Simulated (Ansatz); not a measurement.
Consider the silylene formation by 1,1-elimination: `CO[SiH2]S[SiH2]F` → `CO[SiH2]S` + `F[SiH]`.

Computed with Ansatz on PBE0-D4/def2-TZVP structures; ΔE is electronic, products minus reactants. CCSD(T)/CBS adds triple-zeta CCSD(T) − MP2 to the extrapolated MP2 energy (def2 sets, frozen cores). This one scheme is used for every species. Functionals use def2-TZVPP. One conformer a species, not always the lowest.

CCSD(T)/CBS gives +284.8 kJ/mol.

Q: Another level gave +279.9 kJ/mol. Which?
A. revPBE/def2-TZVPP
B. r2SCANh/def2-TZVPP
C. revPBE-D4/def2-TZVPP
D. r2SCAN0-D4/def2-TZVPP

A: C. revPBE-D4 279.9, r2SCAN0-D4 309.1, r2SCANh 302.8, revPBE 252.3 kJ/mol.

Largest T1 diagnostic among the species: 0.015.

From BLYP to BHLYP (50 % exact exchange), in def2-TZVPP and without D4, ΔE moves by +36.7 kJ/mol. Leaving LDA and LC-ωPBE aside and taking each functional with its dispersion term where it has one, the values, not all of them listed here, spread over 45.5 kJ/mol, from BLYP-D4 to r2SCAN0-D4. LDA lies +35.4 kJ/mol from PBE without D4.

CCSD(T)/CBS has its own doubt, a few kJ/mol and more with outer-core shells, so smaller differences from it don't rank the levels.
